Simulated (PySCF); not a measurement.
# Worked example for hydrogen fluoride: deprotonation at atom F1

Structure: `F` (HF). Non-hydrogen atoms are numbered in `[FH:1]`.

Computed at ωB97X-D3(BJ)/ma-def2-TZVP // PBE0-D3(BJ)/ma-def2-SVP with PySCF (density fitting, grid level 2). Thermal corrections: PBE0-D3(BJ)/ma-def2-SVP frequencies, unscaled, ideal gas at 298.15 K and 1 bar, quasi-RRHO entropy.

Step: HF → [F]- + H⁺.

| species | charge | multiplicity | E / Eh |
| --- | --- | --- | --- |
| HF | 0 | 1 | -100.497723 |
| [F]- | -1 | 1 | -99.901937 |

Thermal terms, products less reactant: Δ(H − E) = -20.97 kJ/mol, Δ(G − E) = -45.07 kJ/mol (the bare proton has no electronic energy, H = 5/2 RT). 1 Eh = 2625.50 kJ/mol.

What are ΔE, ΔH and ΔG of this step?

ΔE = 0.595786 Eh = 1564.24 kJ/mol; ΔH = 1543.3 kJ/mol; ΔG = 1519.2 kJ/mol, all in the gas phase at 298.15 K and 1 bar. The digits show the arithmetic; the method itself can be off by 10 kJ/mol or more. The Active Thermochemical Tables (1.112) give ΔH = 1553.6 kJ/mol.
